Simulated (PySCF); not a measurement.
These are PBE-D3(BJ)/def2-TZVP // PBE0-D4/def2-TZVP (PySCF 2.14.0) values and carry that method's errors. Isolated molecules, 0 K electronic values unless said otherwise. One relaxed conformer stands for a flexible species; it need not be the lowest. Excitations are Tamm–Dancoff values on a coarser integration grid. The basis has no diffuse functions, so Rydberg states are missing or too high.

Reference species (SMILES): `C=C(B)C` (neutral, multiplicity 1).

- HOMO: -6.91 eV
- S1 oscillator strength: 0.001
- brightest of the four lowest singlets (TDA): 5.38 eV

Changed species: `C(=C/C)/B`.

Predict the effect on the HOMO, S1 oscillator strength and brightest of the four lowest singlets (TDA).

the HOMO stays essentially unchanged; the S1 oscillator strength hardly moves; the brightest of the four lowest singlets (TDA) rises by 0.17 eV, to 5.55 eV.
